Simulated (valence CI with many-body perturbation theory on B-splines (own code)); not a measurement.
**Sensitivity of CI+MBPT for Br XXX**

Computed by valence CI with perturbative core correlation (CI+MBPT): four valence electrons over a frozen Dirac-Fock core [He], radial functions for each j: 6 s, 6 p, 5 d, 3 f, 1 g, with the one-electron correlation potential Σ1 (screened to all orders), the two-electron term Σ2, the three-electron term Σ3, Breit, model QED; selected single and double excitations, second order for the rest (own B-spline code, finite nucleus).

No measured spectrum was set against this ion. As an estimate, large intervals hold to a few tenths of a per cent, small ones and those within an open d or f shell to about a per cent.

The reference run has the lowest level (2s^2 2p1/2^2) J=0 and an ionisation energy of 3366.82 eV. Its largest variational space holds 10000 state functions.

Levels are named by their leading jj configuration (3d3/2^4 stands for four electrons in 3d with j = 3/2), which in mixed levels can hold well under half, so a name can repeat and another be missing. Letters in brackets count levels of one name in rising energy.

Changed runs:
A. shift of the energy in Σ1 (hartree) 0 → -18.15; scale of Σ1 1 → 0.9
B. scale of Σ1 1 → 1.1; lowest core n in screening and Σ2 1 → 2
C. selection threshold (hartree) 2e-08 → 1e-05
D. scale of Σ1 1 → 3 (bad on purpose)

Excitation energies of the reference run in cm⁻¹, and shifts in cm⁻¹:

```csv
Level,Reference,A,C,D
(2s^2 2p1/2 2p3/2) J=1,345015,-31,-5.5,+531
(2s^2 2p1/2 2p3/2) J=2,423744,-32,-7.6,+557
(2s^2 2p3/2^2) J=2,826824,-61,-4.4,+1043
(2s^2 2p3/2^2) J=0,1012800,-59,-0.9,+1004
(2s 2p1/2^2 2p3/2) J=2,1083000,+141,-6.3,-2474
(2s 2p1/2^2 2p3/2) J=1,1434100,+144,-7.6,-2532
(2s 2p1/2 2p3/2^2) J=2 [a],1528220,+126,-10,-2222
(2s 2p1/2 2p3/2^2) J=3,1646780,+119,-19,-2100
(2s 2p1/2 2p3/2^2) J=0,1810920,+117,-3.6,-2069
(2s 2p1/2 2p3/2^2) J=1 [a],1851930,+115,-6.8,-2040
(2s 2p1/2 2p3/2^2) J=2 [b],1912530,+114,-11,-2014
(2s 2p1/2 2p3/2^2) J=1 [b],2007430,+123,-9.1,-2177
Ionisation energy (eV),3366.82,-0.041,+9e-05,+0.67
```

Run B: It gave no result: the setting left no core shell for the response of the core. The program said: "need at least one array to concatenate".
